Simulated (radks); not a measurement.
Effect of the nuclear size on neutral antimony, [Kr] 4d10 5s2 5p3. All-electron calculation, Dirac Kohn-Sham, exchange-only LDA, spin-unpolarised, spherical densities, finite nucleus; open shells are shared between the two j in proportion to 2j + 1; Fermi nuclear charge, rms radius 4.6802 fm. Program: a radial shooting solver on a logarithmic mesh with Libxc functionals. The rms radius is varied about that value; shifts are against it.

| rms radius (fm) | total energy shift (eV) | density at nucleus (e/bohr^3) | 1s1/2 shift (meV) | 2s1/2 shift (meV) | 4p1/2 shift (meV) | 5s1/2 shift (meV) |
|---|---|---|---|---|---|---|
| 3.7816 | -1.62 | 2.153e+05 | -678 | -78.2 | 0.242 | -0.312 |
| 4.5164 | -0.316 | 2.092e+05 | -133 | -15.3 | 0.047 | -0.061 |
| 4.6802 | 0 | 2.081e+05 | 0.000 | 0.000 | 0.000 | 0.000 |
| 5.0219 | 0.690 | 2.057e+05 | 289 | 33.4 | -0.103 | 0.133 |
| 5.1763 | 1.02 | 2.047e+05 | 426 | 49.1 | -0.152 | 0.196 |

Slopes of the eigenvalues against <r^2> in GHz/fm^2, as finite differences over the two radii next to the reference (eigenvalue slopes, not the field-shift constants of lines): 1s1/2 21200, 2s1/2 2440, 4p1/2 -7.54, 5s1/2 9.73.
